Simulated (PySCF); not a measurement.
Pd²⁺: excitation energy

Pd²⁺ [Kr] 4d8 (3F) → Pd²⁺ [Kr] 4d7 5s1 (5F), as a difference of total energies. Calculation: PySCF 2.14, in ANO-RCC-VTZP (7s6p4d2f1g, 68 functions); scalar relativity by spin-free X2C-1e. Correlated levels: valence: [Kr] frozen. The calculations carry no spin-orbit coupling.

```csv
method,excitation energy (eV)
UHF,6.610
MP2 (valence),7.355
SCS-MP2 (valence),7.662
CCSD (valence),7.247
CCSD(T) (valence),7.271
```

Problem. How much does correlation contribute at CCSD(T) (valence)?

Solution. 7.271 − (6.610) = 0.661 eV, measured against UHF.

A first-order spin-orbit estimate (lowest level to lowest level, LS coupling) adds -0.019 eV.

The basis was made for the ground configuration and has no added diffuse functions, so the excitation energy can come out too high.
